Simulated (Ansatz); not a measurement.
This geometry of CH$_{8}$BFSi$_{2}$ (13 atoms, charge 0, multiplicity 1) is a first-order saddle point.

Level of theory: RKS B3LYP/def2-SVP in Ansatz.

```xyz
13
Properties=species:S:1:pos:R:3
B -0.419 1.189 -1.229
C 0.182 0.140 -0.197
F 1.518 0.442 -0.760
Si 0.236 0.697 1.622
Si -0.169 -1.699 -0.541
H -0.657 2.324 -0.898
H -0.544 0.858 -2.381
H 1.141 -0.175 2.424
H -1.151 0.603 2.166
H 0.710 2.107 1.693
H 0.027 -1.980 -1.989
H -1.587 -1.972 -0.160
H 0.733 -2.569 0.266
```

Q: Which two structures does it join? (They come from a converged band through this point; their orientation in space is the band's.)

A: No bond is made or broken. The dihedral H7–B1–C2–Si4 goes from 118 to -62°. The two ends are copies of one structure, up to a mirror image or an exchange of like atoms.

Initial state:

```xyz
13
Properties=species:S:1:pos:R:3
B -0.432 1.122 -1.203
C 0.388 0.180 -0.319
F 1.775 0.136 -0.646
Si 0.314 0.758 1.516
Si -0.241 -1.630 -0.514
H -1.616 1.221 -0.996
H 0.084 1.754 -2.089
H 1.183 -0.139 2.326
H -1.088 0.694 2.014
H 0.824 2.154 1.616
H -0.148 -2.034 -1.944
H -1.653 -1.731 -0.050
H 0.628 -2.520 0.304
```

Final state:

```xyz
13
Properties=species:S:1:pos:R:3
B -0.427 1.127 -1.203
C 0.387 0.178 -0.323
F 1.775 0.131 -0.648
Si 0.312 0.756 1.514
Si -0.244 -1.632 -0.512
H 0.095 1.763 -2.081
H -1.612 1.230 -0.997
H 1.195 -0.131 2.319
H -1.088 0.677 2.016
H 0.806 2.157 1.611
H -0.147 -2.041 -1.941
H -1.656 -1.730 -0.050
H 0.624 -2.519 0.310
```

Q: How far does it lie above each of them?

A: 0.54 eV above the first and 0.54 eV above the second. This is the barrier of this one path; another mechanism may lie lower.

Run time: 4.6 min on 2 threads of INTEL(R) XEON(R) PLATINUM 8581C CPU @ 2.10GHz (Emerald Rapids) (shared host), peak memory 0.32 GiB.
